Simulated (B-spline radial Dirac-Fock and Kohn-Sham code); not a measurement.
What relativity does to the binding energies of Zr¹⁶⁺

System: the Zr¹⁶⁺ ion, configuration [Ar] 3d6.

Both columns are ΔSCF binding energies of the configuration average from a radial atomic solver: non-relativistic Hartree-Fock with a point nucleus, and Dirac-Fock with a finite nucleus and the Coulomb interaction alone, averaged over the two j levels with weights 2j+1.

```tsv
shell	Hartree-Fock (eV)	Dirac-Fock (eV)	shift (eV)	shift (%)
1s	18149.3	18552.5	+403.19	+2.22
2s	2946.4	3042.2	+95.80	+3.25
2p	2731.1	2756.9	+25.89	+0.95
3s	850.3	871.3	+20.95	+2.46
3p	766.8	773.5	+6.70	+0.87
3d	631.6	629.6	-1.97	-0.31
```

Relativity binds 1s, 2s, 2p, 3s, 3p more strongly, among those listed most of all 2s in relative terms, and 3d more weakly, because the contracted s and p shells screen the nucleus better.

Values without a named source are computed, but for edge energies of neutral atoms, which are taken from tables.
